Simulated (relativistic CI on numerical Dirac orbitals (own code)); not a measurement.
## Calculated levels, Kr X

Method of calculation: Dirac-Coulomb-Breit CI, orbitals from a KLI potential per configuration, model QED (radiative potential, 1s self-energy scaled to tabulated hydrogen-like ionisation energies), unscaled Slater integrals (own radial code, finite nucleus).

Configurations in the expansion (outside the closed core [Ne]): 3s2.3p6.3d9, 3s2.3p5.3d10, 3s2.3p6.3d8.4s, 3s.3p6.3d10, 3s2.3p6.3d8.4p, 3s2.3p6.3d7.4s2, 3s2.3p6.3d8.4d, 3s2.3p6.3d7.4s.4p, 3s2.3p6.3d8.5s, 3s2.3p6.3d7.4p2, 3s2.3p6.3d8.4f, 3s2.3p6.3d8.5p, 3s2.3p6.3d7.4s.4d, 3s2.3p6.3d8.5d, 3s2.3p6.3d7.4p.4d, 3s2.3p6.3d8.6s, 3s2.3p5.3d9.4s, 3s2.3p6.3d8.5f, 3s2.3p6.3d8.5g, 3s2.3p6.3d8.6p, 3s2.3p6.3d8.6d, 3s2.3p6.3d7.4d2, 3s2.3p5.3d9.4p, 3s2.3p5.3d8.4s2, 3s2.3p4.3d10.4s, 3s2.3p5.3d8.4s.4p, 3s2.3p4.3d10.4p, 3s2.3p5.3d8.4p2, 3s2.3p5.3d9.4d, 3s2.3p5.3d8.4s.4d, 3s.3p6.3d9.4s, 3s2.3p4.3d10.4d, 3s.3p6.3d8.4s2, 3s2.3p5.3d8.4p.4d, 3s2.3p5.3d9.5s, 3s2.3p5.3d9.4f. Levels of other configurations are missing.

```tsv
No.	Configuration	Term	J	E (cm⁻¹)	%	Next component (%)	Landé g	jj configuration (%)
41	3s2.3p6.3d8.4p	2F°	5/2	990793	59	32 4P°	1.099	3d5/2^4 4p3/2 (30)
42	3s2.3p6.3d8.4p	2F°	7/2	996459	75	16 4D°	1.169	3d5/2^4 4p3/2 (48)
43	3s2.3p6.3d8.4p	2D°	3/2	996547	56	25 2P°	1.086	3d3/2^2 3d5/2^6 4p1/2 (49)
44	3s2.3p6.3d8.4p	2P°	1/2	996723	83	8 4P°	0.839	3d5/2^4 4p3/2 (40)
45	3s2.3p6.3d8.4p	2D°	5/2	999899	79	13 4D°	1.204	3d3/2^3 3d5/2^5 4p1/2 (32)
46	3s2.3p6.3d8.4p	4D°	3/2	1001814	52	29 2D°	1.107	3d3/2^3 3d5/2^5 4p1/2 (61)
47	3s2.3p6.3d8.4p	4D°	1/2	1002481	85	12 2P°	0.126	3d3/2^2 3d5/2^6 4p1/2 (33)
48	3s2.3p6.3d8.4p	4D°	5/2	1005027	37	28 2D°	1.250	3d3/2^3 3d5/2^5 4p3/2 (52)
49	3s2.3p6.3d8.4p	2H°	9/2	1005233	95	5 2G°	0.918	3d3/2^3 3d5/2^5 4p1/2 (76)
50	3s2.3p6.3d8.4p	2P°	3/2	1006066	32	30 4D°	1.192	3d3/2^3 3d5/2^5 4p3/2 (42)
51	3s2.3p6.3d8.4p	4D°	7/2	1006203	57	41 2F°	1.301	3d5/2^4 4p3/2 (35)
52	3s2.3p6.3d8.4p	2D°	5/2	1013269	54	40 4D°	1.251	3d3/2^3 3d5/2^5 4p3/2 (88)
53	3s2.3p6.3d8.4p	2P°	1/2	1014933	75	11 4D°	0.681	3d3/2^3 3d5/2^5 4p3/2 (66)
54	3s2.3p6.3d8.4p	2F°	7/2	1014964	68	26 4D°	1.206	3d3/2^3 3d5/2^5 4p3/2 (36)
55	3s2.3p6.3d8.4p	2D°	3/2	1015491	81	8 2P°	0.891	3d3/2^3 3d5/2^5 4p3/2 (45)
56	3s2.3p6.3d8.4p	2H°	11/2	1015751	99	1 4G°	1.091	3d3/2^3 3d5/2^5 4p3/2 (86)
57	3s2.3p6.3d8.4p	2F°	5/2	1019218	91	8 2D°	0.884	3d3/2^3 3d5/2^5 4p3/2 (78)
58	3s2.3p6.3d8.4p	2P°	3/2	1020705	53	27 3s2.3p5.3d10 2P°	1.339	3d5/2^4 4p3/2 (31)
59	3s2.3p6.3d8.4p	2S°	1/2	1021338	89	8 2P°	1.884	3d3/2^3 3d5/2^5 4p3/2 (54)
60	3s2.3p6.3d8.4p	4S°	3/2	1022026	85	8 2P°	1.913	3d3/2^3 3d5/2^5 4p3/2 (45)
61	3s2.3p6.3d8.4p	2G°	7/2	1031530	93	7 2F°	0.905	3d3/2^3 3d5/2^5 4p3/2 (68)
62	3s2.3p6.3d8.4p	2G°	9/2	1033103	95	4 2H°	1.102	3d3/2^3 3d5/2^5 4p3/2 (77)
63	3s2.3p5.3d10	2P°	1/2	1063771	55	42 3s2.3p6.3d8.4p 2P°	0.667	3p1/2 3p3/2^4 (55)
64	3s2.3p6.3d8.4p	2P°	1/2	1081809	64	34 3s2.3p5.3d10 2P°	0.665	3d3/2^2 3d5/2^6 4p1/2 (38)
65	3s2.3p6.3d8.4p	2P°	3/2	1087683	96	1 3s2.3p5.3d10 2P°	1.334	3d3/2^2 3d5/2^6 4p3/2 (52)
66	3s2.3p6.3d8.4d	4D	7/2	1207593	93	6 4F	1.415	3d5/2^4 4d3/2 (41)
67	3s2.3p6.3d8.4d	4D	5/2	1209147	66	28 4P	1.418	3d5/2^4 4d3/2 (75)
68	3s2.3p6.3d8.4d	4D	3/2	1213517	70	13 4P	1.254	3d5/2^4 4d5/2 (50)
69	3s2.3p6.3d8.4d	4H	13/2	1214907	99	1 2I	1.229	3d5/2^4 4d5/2 (86)
70	3s2.3p6.3d8.4d	4H	11/2	1215242	52	29 2H	1.145	3d5/2^4 4d3/2 (80)
71	3s2.3p6.3d8.4d	4F	9/2	1217059	43	41 4G	1.216	3d5/2^4 4d3/2 (71)
72	3s2.3p6.3d8.4d	4P	5/2	1217790	70	22 4D	1.509	3d5/2^4 4d5/2 (37)
73	3s2.3p6.3d8.4d	4G	11/2	1218050	69	30 2H	1.216	3d5/2^4 4d5/2 (83)
74	3s2.3p6.3d8.4d	4D	1/2	1218066	93	4 4P	0.118	3d3/2^3 3d5/2^5 4d5/2 (58)
75	3s2.3p6.3d8.4d	2F	7/2	1219188	44	29 4F	1.126	3d5/2^4 4d3/2 (42)
76	3s2.3p6.3d8.4d	4F	9/2	1220754	41	31 4H	1.147	3d5/2^4 4d5/2 (57)
77	3s2.3p6.3d8.4d	2P	3/2	1221688	68	20 4D	1.322	3d5/2^4 4d5/2 (37)
78	3s2.3p6.3d8.4d	4H	9/2	1224945	44	21 4G	1.059	3d3/2^3 3d5/2^5 4d3/2 (55)
79	3s2.3p6.3d8.4d	4P	3/2	1225011	75	16 2P	1.601	3d3/2^3 3d5/2^5 4d5/2 (47)
80	3s2.3p6.3d8.4d	4H	7/2	1225148	45	29 4G	0.875	3d3/2^3 3d5/2^5 4d3/2 (78)
81	3s2.3p6.3d8.4d	4H	11/2	1225662	47	41 2H	1.131	3d3/2^3 3d5/2^5 4d5/2 (96)
82	3s2.3p6.3d8.4d	4F	5/2	1225739	47	28 4G	0.890	3d3/2^3 3d5/2^5 4d5/2 (43)
83	3s2.3p6.3d8.4d	4F	7/2	1227032	33	28 2F	1.037	3d3/2^3 3d5/2^5 4d5/2 (48)
84	3s2.3p6.3d8.4d	4P	1/2	1227391	86	8 2P	2.382	3d3/2^3 3d5/2^5 4d5/2 (47)
85	3s2.3p6.3d8.4d	4F	3/2	1228603	63	32 2D	0.575	3d3/2^3 3d5/2^5 4d3/2 (33)
86	3s2.3p6.3d8.4d	2F	5/2	1228640	50	27 2D	0.921	3d3/2^3 3d5/2^5 4d3/2 (33)
87	3s2.3p6.3d8.4d	2G	9/2	1228899	39	29 2H	1.072	3d3/2^3 3d5/2^5 4d5/2 (77)
88	3s2.3p6.3d8.4d	4G	7/2	1229125	38	29 4F	0.993	3d3/2^3 3d5/2^5 4d5/2 (38)
89	3s2.3p6.3d8.4d	4G	5/2	1229967	46	34 4F	0.820	3d3/2^3 3d5/2^5 4d5/2 (26)
90	3s2.3p6.3d8.4d	2P	1/2	1230842	90	6 4P	0.830	3d3/2^2 3d5/2^6 4d3/2 (34)
91	3s2.3p6.3d8.4d	2H	9/2	1232357	50	27 2G	1.008	3d3/2^2 3d5/2^6 4d5/2 (35)
92	3s2.3p6.3d8.4d	2D	3/2	1234245	55	33 4F	0.726	3d3/2^3 3d5/2^5 4d5/2 (44)
93	3s2.3p6.3d8.4d	2G	7/2	1235304	76	17 2F	0.947	3d3/2^3 3d5/2^5 4d5/2 (34)
94	3s2.3p6.3d8.4d	2D	5/2	1238456	57	30 2F	1.090	3d3/2^2 3d5/2^6 4d5/2 (43)
95	3s2.3p6.3d8.4d	4D	5/2	1245875	45	28 2F	1.149	3d5/2^4 4d3/2 (61)
96	3s2.3p6.3d8.4d	4D	7/2	1246447	64	21 2F	1.306	3d5/2^4 4d5/2 (43)
97	3s2.3p6.3d8.4d	4D	1/2	1247509	66	30 2P	0.301	3d5/2^4 4d3/2 (43)
98	3s2.3p6.3d8.4d	4D	3/2	1248678	79	10 2P	1.206	3d3/2^3 3d5/2^5 4d3/2 (37)
99	3s2.3p6.3d8.4d	4D	5/2	1251549	40	30 2D	1.177	3d5/2^4 4d5/2 (38)
100	3s2.3p6.3d8.4d	2G	7/2	1251689	67	18 2F	0.959	3d5/2^4 4d3/2 (59)
101	3s2.3p6.3d8.4d	2G	9/2	1252565	58	35 4F	1.179	3d5/2^4 4d5/2 (72)
102	3s2.3p6.3d8.4d	2D	3/2	1253174	60	30 2P	1.011	3d5/2^4 4d5/2 (57)
103	3s2.3p6.3d8.4d	2S	1/2	1255630	57	29 4P	1.982	3d5/2^4 4d3/2 (37)
104	3s2.3p6.3d8.4d	2F	7/2	1257176	62	31 4D	1.222	3d3/2^2 3d5/2^6 4d5/2 (47)
105	3s2.3p6.3d8.4d	2D	5/2	1257323	58	36 2F	1.069	3d3/2^3 3d5/2^5 4d3/2 (41)
106	3s2.3p6.3d8.4d	2P	1/2	1257804	63	29 4D	0.587	3d3/2^3 3d5/2^5 4d3/2 (38)
107	3s2.3p6.3d8.4d	2D	3/2	1260996	33	30 2P	1.209	3d3/2^3 3d5/2^5 4d5/2 (40)
108	3s2.3p6.3d8.4d	2D	3/2	1261554	70	24 4F	0.736	3d3/2^3 3d5/2^5 4d5/2 (36)
109	3s2.3p6.3d8.4d	2D	5/2	1261866	68	13 4F	1.202	3d3/2^2 3d5/2^6 4d5/2 (28)
110	3s2.3p6.3d8.4d	4F	7/2	1263478	74	18 2G	1.167	3d3/2^3 3d5/2^5 4d3/2 (41)
```

Energies count from the lowest computed level; ° marks odd parity. Filled j subshells are mostly left out of the jj labels.

The mean weight of the leading LS term, summed over parents, in these 70 levels is 65 %, and that of the leading jj configuration (from the same eigenvectors) 51 %, so LS coupling describes them better.

At this charge energies of transitions that change n are usually good to better than 1 %, and those within a shell (Δn = 0) to a few per cent.

LS names give the leading component of a level, which can be under half, so a name can repeat, a term be missing and a line seem to break the LS rules.
